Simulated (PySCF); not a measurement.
Si(F)2(OH)(OMe) (CH4F2O2Si), SMILES CO[Si](O)(F)F. Coordinates come from a PBE0-D3(BJ)/def2-SVP optimisation. The structure was generated by enumeration, and PubChem lists no compound with its InChIKey, so it may never have been made. Other conformers were not sampled.

Computed equilibrium geometry at PBE0-D3(BJ)/def2-SVP (PySCF confirms it by a frequency run) as a Z-matrix (one conformer of several):
```
O
C 1 1.4070
H 2 1.0992 1 108.37
H 2 1.1024 3 108.62 1 121.44
H 2 1.1028 3 108.33 4 117.99
Si 1 1.6179 2 126.78 3 162.17
F 6 1.6000 1 107.70 2 -166.39
F 6 1.6084 7 105.47 1 120.23
O 6 1.6315 7 112.31 8 118.80
H 9 0.9611 6 118.74 7 -72.83
```
Charge 0, spin multiplicity 1.
